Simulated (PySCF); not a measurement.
Radial density of Be⁺ (beryllium, charge +1)

B3LYP, [He] 2s1, 2S determinant. Calculation: PySCF 2.14, in 6-31G*; the non-relativistic Hamiltonian (point nucleus).

| r (bohr) | 4πr²ρ (e/bohr) | 4πr²(ρα − ρβ) |
| --- | --- | --- |
| 0.00757 | 0.02323 | 0.0006 |
| 0.0127 | 0.06406 | 0.0015 |
| 0.0214 | 0.1704 | 0.0041 |
| 0.0360 | 0.4267 | 0.0103 |
| 0.0606 | 0.9969 | 0.0238 |
| 0.102 | 2.035 | 0.0477 |
| 0.171 | 3.370 | 0.0748 |
| 0.288 | 3.916 | 0.0709 |
| 0.485 | 2.585 | 0.0130 |
| 0.816 | 0.7571 | 0.0530 |
| 1.37 | 0.4073 | 0.3599 |
| 2.31 | 0.4387 | 0.4381 |
| 3.88 | 0.08202 | 0.0820 |
| 6.53 | 0.001328 | 0.0013 |
